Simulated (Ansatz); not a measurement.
**LiI (Lithium Iodide): methods side by side**

LiI has 2 atoms, charge 0, and is taken as a singlet. As SMILES, `[Li][I]`. The bond length is the measured one.

```xyz
2

Li    0.0000    0.0000    0.0000
I     0.0000    0.0000    2.3919
```

Each level gives the energy change with the Li1–I2 bond stretched from 2.392 to 5.980 Å (eV). The values are calculated.

| level | kind | program | value (eV) | less FCI/STO-3G | CPU time (all runs) |
| --- | --- | --- | --- | --- | --- |
| HF/STO-3G (restricted) | Hartree–Fock | Ansatz | 6.34 | +2.40 | 0.58 s |
| PBE/STO-3G (restricted) | GGA | Ansatz | 4.76 | +0.82 | 3.1 s |
| r2SCAN/STO-3G (restricted) | meta-GGA | Ansatz | 4.93 | +0.99 | 12 s |
| BHLYP/STO-3G (restricted) | global hybrid | Ansatz | 5.61 | +1.67 | 4.8 s |
| CAM-B3LYP/STO-3G (restricted) | range-separated hybrid | Ansatz | 5.71 | +1.77 | 5 s |
| B2PLYP/STO-3G (restricted) | double hybrid | Ansatz | 4.73 | +0.79 | 6.7 s |
| BCCD(T)/STO-3G (restricted) | coupled cluster or CI | Ansatz | 3.93 | -0.01 | 0.89 s |
| CCSDT(Q)/STO-3G (restricted) | coupled cluster or CI | Ansatz | 3.94 | 0.00 | 1.8 s |
| FCI/STO-3G | exact in the basis | Ansatz | 3.94 | 0.00 | 3.8 s |

FCI/STO-3G is exact within its basis and frozen core, so for wave-function methods in that basis the difference is their error; functionals converge differently with the basis, so for them it is only a difference. Spin-restricted single references rise too steeply as a bond breaks, Hartree–Fock most of all. Perturbation and coupled-cluster corrections on them can overshoot downwards. All-electron rows without a relativistic Hamiltonian named are non-relativistic. The first shape isn't each level's own minimum. The values span 3.93 to 6.34 eV. Minimal STO sets describe s-block atoms so badly that they can place the ion below the atom. All rows use very small basis sets, so even the best lies far from the true value. In the correlated wave-function rows the outer d shell of I is correlated, in sets not made for it. CPU times are rough (shared hosts, several kinds of processor): they show what a rung costs within a factor of a few.
